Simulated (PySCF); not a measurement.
B(Cl)(Me)(NMe2) (C3H9BClN), SMILES CB(Cl)N(C)C.

Geometry: B3LYP-D3(BJ)/def2-SVP. One conformer was computed; it need not be the lowest.

Method: TDDFT-B3LYP/def2-SVPD in PySCF.

Vertical excitations. Isolated molecule, no solvent. State labels are in the subgroup Cs.

Problem. Estimate the UV-visible absorptions. (The exact figures need the calculation; the answer reports its results.)

Solution. 
| state | symmetry | energy (eV) | λ (nm) | f | main pairs |
|---|---|---|---|---|---|
| S1 | A" | 6.21 | 200 | 0.020 | HOMO→LUMO 99 % |
| S2 | A' | 6.82 | 182 | 0.309 | HOMO→LUMO+1 97 % |
| S3 | A" | 7.07 | 175 | 0.000 | HOMO−1→LUMO+1 99 % |
| S4 | A" | 7.13 | 174 | 0.007 | HOMO→LUMO+2 96 % |
| S5 | A" | 7.25 | 171 | 0.003 | HOMO→LUMO+3 96 % |
| S6 | A' | 7.30 | 170 | 0.042 | HOMO−1→LUMO 97 % |
| S7 | A" | 7.81 | 159 | 0.002 | HOMO→LUMO+4 97 % |
| S8 | A' | 8.08 | 154 | 0.004 | HOMO→LUMO+5 97 % |
| S9 | A" | 8.16 | 152 | 0.007 | HOMO→LUMO+6 60 %, HOMO−2→LUMO 37 % |
| S10 | A' | 8.20 | 151 | 0.011 | HOMO−1→LUMO+2 82 % |
| T1 | A' | 5.39 | 230 | 0 | HOMO→LUMO+1 96 % |
| T2 | A" | 6.13 | 202 | 0 | HOMO→LUMO 98 % |
| T3 | A" | 6.83 | 182 | 0 | HOMO−1→LUMO+1 97 % |
| T4 | A" | 7.02 | 177 | 0 | HOMO→LUMO+2 92 % |
Triplets are in the Tamm–Dancoff approximation, which puts them higher than full response would, so one can lie above its singlet here.
